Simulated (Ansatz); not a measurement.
Molecule: CH₇ClFNSi₂, charge 0, multiplicity 1. 
Geometry from a B3LYP-D3(BJ)/def2-TZVP (Ansatz, a quantum-chemistry and plane-wave program) optimisation:
```
N
H 1 1.0118
Si 1 1.7047 2 114.43
F 3 1.6019 1 111.23 2 -94.28
Si 1 1.7363 2 115.82 3 -174.59
H 5 1.4785 1 107.04 2 174.75
H 5 1.4812 6 109.63 1 120.95
H 5 1.4820 6 109.39 7 118.27
C 3 1.8457 4 107.51 1 125.32
H 9 1.0905 3 110.66 4 176.46
H 9 1.0907 10 108.57 3 121.08
H 9 1.0914 10 108.49 11 117.31
Cl 3 2.0624 4 105.64 1 -115.79
```

Computed values are from Ansatz. Cores are frozen in the correlated levels unless marked. UHF or UKS for open shells. No spin-orbit coupling. Non-relativistic. CBS(X,Y): correlation extrapolated as X^-3; Hartree-Fock from the larger set. [CCSD(T)-MP2]/basis is that difference in the basis named.

**Question.** What is the atomisation energy De at CCSD(T)/CBS(cc-pV(T+d)Z,cc-pV(Q+d)Z)?

**Answer.** 1135.6 kcal/mol.

**Question.** What is the vertical ionisation energy (to the doublet) at RI-MP2/CBS(aug-cc-pV(T+d)Z,aug-cc-pV(Q+d)Z)+[CCSD(T)-MP2]/aug-cc-pV(T+d)Z?

**Answer.** 10.49 eV.

**Question.** What is the dipole moment at CCSD(T)/aug-cc-pV(D+d)Z?

**Answer.** 1.94 D.

**Question.** What is the total energy at CCSD(T)/CBS(cc-pV(T+d)Z,cc-pV(Q+d)Z)?

**Answer.** -1234.8811 Eh.

**Question.** What is the T1 diagnostic at CCSD/cc-pV(Q+d)Z?

**Answer.** 0.010.
